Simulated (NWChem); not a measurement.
System: C3H4ClF; SMILES C/C=C(\F)Cl

Input file for NWChem:

```
start job
memory heap 200 mb stack 900 mb global 1100 mb
geometry units angstroms noautosym nocenter noautoz
  C     -0.335025     2.382772     0.000000
  C     -0.736345     0.935716     0.000000
  C      0.132128    -0.070009     0.000000
  F      1.459198     0.103562     0.000000
  Cl    -0.292649    -1.758601     0.000000
  H     -0.735180     2.898221    -0.882390
  H      0.751535     2.496354     0.000000
  H     -0.735180     2.898221     0.882390
  H     -1.791492     0.683490     0.000000
end
basis spherical
  * library 6-31g*
end
dft
  xc hfexch
  iterations 150
  mulliken
end
task dft energy
esp
  recalculate
  probe 0.07
  range 0.3
  factor 1.0
  spacing 0.02
end
task esp
```

Output (shortened):

```
             Northwest Computational Chemistry Package (NWChem) 7.3.0
             --------------------------------------------------------

                             Geometry "geometry" -> ""
                             -------------------------

 Output coordinates in angstroms (scale by  1.889725989 to convert to a.u.)

  No.       Tag          Charge          X              Y              Z
 ---- ---------------- ---------- -------------- -------------- --------------
    1 C                    6.0000    -0.33502500     2.38277200     0.00000000
    2 C                    6.0000    -0.73634500     0.93571600     0.00000000
    3 C                    6.0000     0.13212800    -0.07000900     0.00000000
    4 F                    9.0000     1.45919800     0.10356200     0.00000000
    5 Cl                  17.0000    -0.29264900    -1.75860100     0.00000000
    6 H                    1.0000    -0.73518000     2.89822100    -0.88239000
    7 H                    1.0000     0.75153500     2.49635400     0.00000000
    8 H                    1.0000    -0.73518000     2.89822100     0.88239000
    9 H                    1.0000    -1.79149200     0.68349000     0.00000000

 Effective nuclear repulsion energy (a.u.)     212.0639765498

  xc_inp: hfexch multiplicative factor not found.

                                 NWChem DFT Module
                                 -----------------

 Summary of "ao basis" -> "ao basis" (spherical)
 ------------------------------------------------------------------------------
       Tag                 Description            Shells   Functions and Types
 ---------------- ------------------------------  ------  ---------------------
 C                           6-31g*                  6       14   3s2p1d
 F                           6-31g*                  6       14   3s2p1d
 Cl                          6-31g*                  8       18   4s3p1d
 H                           6-31g*                  2        2   2s

            General Information
            -------------------
          SCF calculation type: DFT
          Wavefunction type:  closed shell.
          No. of atoms     :     9
          No. of electrons :    48
           Alpha electrons :    24
            Beta electrons :    24
          Charge           :     0
          Spin multiplicity:     1
          Use of symmetry is: off; symmetry adaption is: off
          Maximum number of iterations: 150
          AO basis - number of functions:    82
                     number of shells:    40
          Convergence on energy requested:  1.00D-06
          Convergence on density requested:  1.00D-05
          Convergence on gradient requested:  5.00D-04

              XC Information
              --------------
                     Hartree-Fock (Exact) Exchange  1.000

      Superposition of Atomic Density Guess
      -------------------------------------

 Sum of atomic energies:        -673.79660734

      Non-variational initial energy
      ------------------------------

 Total energy =    -676.040306
 1-e energy   =   -1349.609130
 2-e energy   =     461.504847
 HOMO         =      -0.237653
 LUMO         =       0.091127

     ---------------------------------------------
      Total Density - Mulliken Population Analysis
     ---------------------------------------------

    Atom       Charge   Shell Charges
 -----------   ------   -------------------------------------------------------
    1 C    6     6.68   2.00  0.71  2.04  0.67  1.22  0.03
    2 C    6     6.44   2.00  0.73  2.02  0.55  1.11  0.03
    3 C    6     5.21   2.00  0.66  1.40  0.44  0.63  0.08
    4 F    9     9.44   2.00  0.94  3.38  1.01  2.10  0.01
    5 Cl  17    17.16   2.00  2.00  5.98  1.38  3.62  0.53  1.63  0.02
    6 H    1     0.77   0.47  0.30
    7 H    1     0.77   0.47  0.30
    8 H    1     0.77   0.47  0.30
    9 H    1     0.76   0.46  0.30

   convergence    iter        energy       DeltaE   RMS-Dens  Diis-err
 ---------------- ----- ----------------- --------- --------- ---------
 d= 0,ls=0.0,diis     1   -674.7233447804 -8.87D+02  9.05D-03  6.27D-01
 d= 0,ls=0.0,diis     2   -674.7873187522 -6.40D-02  3.81D-03  2.32D-01
 d= 0,ls=0.0,diis     3   -674.8120648479 -2.47D-02  1.37D-03  6.23D-03
 d= 0,ls=0.0,diis     4   -674.8136701998 -1.61D-03  3.41D-04  4.10D-04
 d= 0,ls=0.0,diis     5   -674.8137687817 -9.86D-05  1.66D-04  5.68D-05
  Resetting Diis
 d= 0,ls=0.0,diis     6   -674.8137870810 -1.83D-05  6.09D-05  6.77D-06
 d= 0,ls=0.0,diis     7   -674.8137890893 -2.01D-06  1.01D-05  3.61D-07
 d= 0,ls=0.0,diis     8   -674.8137891946 -1.05D-07  5.18D-06  1.03D-07

         Total DFT energy =     -674.813789194554
      One electron energy =    -1351.527214499188
           Coulomb energy =      519.261125696282
    Exchange-Corr. energy =      -54.611676941408
 Nuclear repulsion energy =      212.063976549760

 Numeric. integr. density =        0.000000000000

                       DFT Final Molecular Orbital Analysis
                       ------------------------------------

 Vector   22  Occ=2.000000D+00  E=-5.061759D-01
              MO Center= -1.8D-01, -1.2D+00, -1.0D-15, r^2= 2.4D+00
   Bfn.  Coefficient  Atom+Function         Bfn.  Coefficient  Atom+Function
  ----- ------------  ---------------      ----- ------------  ---------------
    65      0.640370  5 Cl pz                69      0.334678  5 Cl pz
    61     -0.247020  5 Cl pz                33      0.174498  3 C  pz
    47     -0.171533  4 F  pz                51     -0.143421  4 F  pz
    37      0.103368  3 C  pz                19      0.088454  2 C  pz
     5     -0.083788  1 C  pz                23      0.063699  2 C  pz

 Vector   23  Occ=2.000000D+00  E=-4.747354D-01
              MO Center= -2.7D-01, -1.5D+00, -3.0D-17, r^2= 1.8D+00
   Bfn.  Coefficient  Atom+Function         Bfn.  Coefficient  Atom+Function
  ----- ------------  ---------------      ----- ------------  ---------------
    63      0.687700  5 Cl px                67      0.366199  5 Cl px
    59     -0.263868  5 Cl px                64     -0.198589  5 Cl py
    68     -0.112310  5 Cl py                18     -0.108821  2 C  py
    20      0.097493  2 C  s                  4      0.090979  1 C  py
    46      0.082660  4 F  py                60      0.076434  5 Cl py

 Vector   24  Occ=2.000000D+00  E=-3.624296D-01
              MO Center= -3.0D-01,  2.1D-01,  3.8D-15, r^2= 2.8D+00
   Bfn.  Coefficient  Atom+Function         Bfn.  Coefficient  Atom+Function
  ----- ------------  ---------------      ----- ------------  ---------------
    19      0.353887  2 C  pz                33      0.351016  3 C  pz
    65     -0.337840  5 Cl pz                23      0.314108  2 C  pz
    37      0.239293  3 C  pz                69     -0.225755  5 Cl pz
    47     -0.166220  4 F  pz                51     -0.155248  4 F  pz
    61      0.127829  5 Cl pz                 5     -0.105124  1 C  pz

 Vector   25  Occ=0.000000D+00  E= 1.714061D-01
              MO Center= -3.3D-01,  4.9D-01,  2.1D-14, r^2= 2.7D+00
   Bfn.  Coefficient  Atom+Function         Bfn.  Coefficient  Atom+Function
  ----- ------------  ---------------      ----- ------------  ---------------
    37     -0.700108  3 C  pz                23      0.692009  2 C  pz
    33     -0.436910  3 C  pz                19      0.352554  2 C  pz
    76      0.292709  6 H  s                 80     -0.292709  8 H  s
    69      0.201173  5 Cl pz                51      0.185953  4 F  pz
    47      0.144955  4 F  pz                65      0.124770  5 Cl pz

[...]

                     NWChem Electrostatic Potential Fit Module
                     -----------------------------------------

 Atom parameters

 Number of atoms is                                    9
 Number of basis functions is                         82

 Grid parameters

 Maximum number of grid points is                  37104
 Number of grid points is                          37103
 Grid range                                     0.300000 nm
 Grid spacing                                   0.020000 nm
 Probe radius                                   0.070000 nm
 Atom radius factor                             1.000000

 Atomic radii

    1    0.100000
    6    0.147000
    9    0.128000
   17    0.169000
 FASTESP  F
  using M.O. file = ./job.movecs

    Atom              Coordinates                           Charge

                                                  ESP

    1 C    -0.033503    0.238277    0.000000    0.126107
    2 C    -0.073635    0.093572    0.000000   -0.243681
    3 C     0.013213   -0.007001    0.000000    0.254852
    4 F     0.145920    0.010356    0.000000   -0.159407
    5 Cl   -0.029265   -0.175860    0.000000   -0.124255
    6 H    -0.073518    0.289822   -0.088239   -0.002665
    7 H     0.075154    0.249635    0.000000    0.013677
    8 H    -0.073518    0.289822    0.088239   -0.003213
    9 H    -0.179149    0.068349    0.000000    0.138584
                                            ------------
                                                0.000000

 Dipole moment                                  0.851162

 Quadrupole moment Qxx                         -0.556259
                   Qyy                         -0.209520
                   Qzz                          0.765779

 RMS deviation kJ/mol                           0.077788

 RRMS %                                        46.220358
```

Level: Hartree-Fock/6-31G* (spherical d). Coordinates come from a B3LYP/6-31G* (spherical d) optimisation.
